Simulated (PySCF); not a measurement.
**Ionisation energy of Se¹⁹⁺ by level of theory**

Se¹⁹⁺ [Ne] 3s2 3p3 [3p1/2^2 3p3/2^1, M_J = 3/2] → Se²⁰⁺ [Ne] 3s2 3p2 [3p1/2^2, M_J = 0], as a difference of total energies. All numbers are calculated (PySCF 2.14, the two-component X2C-1e Hamiltonian, in an uncontracted even-tempered set (19 s from 2.1 bohr⁻², ratio 2.4; 13 p from 2.7 bohr⁻², ratio 2.4; 5 d from 11 bohr⁻², ratio 2.6; 4 f from 17 bohr⁻², ratio 2.6)). Correlated levels: 1s2 frozen; the 50 highest virtual spinors dropped. "Screened" scales the spin-orbit matrix elements by Boettger's factors to mimic the two-electron term; Breit and QED terms are absent.

| method | ionisation energy (eV) |
| --- | --- |
| GHF (spin-free) | 796.02 |
| GMP2 (spin-free) | 796.48 |
| GHF (screened spin-orbit) | 791.32 |
| GMP2 (screened spin-orbit) | 791.27 |

Breit and QED terms and the two-electron picture change are absent.

The spin-free rows relax to the high-spin LS determinant and lack the spin-orbit shift.

The labels give the starting determinants; with spin-orbit coupling the two ends relaxed to ⟨J²⟩ = 3.76, ⟨L²⟩ = 0.38, ⟨S²⟩ = 3.27 and ⟨J²⟩ = 0.25, ⟨L²⟩ = 1.49, ⟨S²⟩ = 1.49.

For comparison: 798 ± 3 eV (semi-empirical (NIST evaluation); NIST Atomic Spectra Database, ionization energies).
